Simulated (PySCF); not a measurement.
## An excited-state table with gaps

Species: [(OH)3Sn]2O.
Cartesian coordinates in Å at the PBE0-D3(BJ)/def2-SVP level; atoms count from 1:
```xyz
15
H6O7Sn2 angstrom
Sn     1.0656   -0.9900    0.7640
O      1.8251    0.0171   -0.7912
O      0.1322   -2.5847    0.1351
O      2.4167   -1.4587    2.0986
O     -0.1428    0.4507    1.3685
Sn    -1.1325    1.1762   -0.1802
O     -1.6551   -0.6006   -0.9456
O     -2.6740    2.2629    0.3352
O      0.0038    2.1380   -1.4417
H      2.2579   -0.5475   -1.4433
H     -0.6619   -2.2198   -0.3029
H      2.6399   -0.6874    2.6358
H     -1.8500   -0.5620   -1.8903
H     -3.0987    1.8969    1.1218
H      0.8412    1.6326   -1.4197
```

Level of theory: TDDFT CAM-B3LYP/def2-SVPD, vertical, gas phase, core orbitals frozen in the response, def2 core potentials past Kr in PySCF 2.14.0, density-fitted response routines. Spin–orbit coupling is left out.

Lowest singlets, with some entries withheld (?).

```csv
state,E (eV),f,"main configurations (H = HOMO, L = LUMO)"
S1,?,0.0071,H-1→L (80%)
S2,5.64,?,H→L (74%)
S3,5.79,0.028,"H-2→L (38%), H-3→L (23%), H-5→L (11%)"
S4,5.95,?,?
S5,6.07,0.057,?
S6,6.20,?,?
S7,6.27,0.0060,H-7→L (66%)
S8,6.37,0.080,"H-4→L (43%), H-6→L (30%), H-7→L (10%)"
S9,?,0.348,"H-8→L (67%), H-2→L (11%)"
S10,6.92,0.0003,"H-1→L+1 (42%), H-2→L+1 (31%)"
```

Question: What stands in place of each question mark?

Answer: 
- S1: E = 5.52 eV
- S2: f = 0.012
- S4: f = 0.045; H-3→L (33%), H-2→L (33%)
- S5: H-4→L (36%), H-6→L (27%), H-5→L+1 (9%)
- S6: f = 0.162; H-5→L (48%), H-3→L (20%)
- S9: E = 6.68 eV

Question: How far apart are S1 and S5, in eV and cm⁻¹?

Answer: 6.067 − 5.523 = 0.544 eV, or about 4390 cm⁻¹.

Question: What is the vertical ionisation energy by ΔSCF at this level?

Answer: 11.46 eV; −ε(HOMO) is 10.71 eV.

Question: What is the mean static polarisability from the same response equations?

Answer: 97.0 au (14.37 Å³), with principal values 88.1, 90.3 and 112.5 au.

Hardware: one thread of an Arm Neoverse N1, shared host with 64 logical CPUs at a one-minute load of 56. Cost: 22 min wall (grids of density and orbitals included), 1.7 GiB resident at most.

One conformer stands for the species.
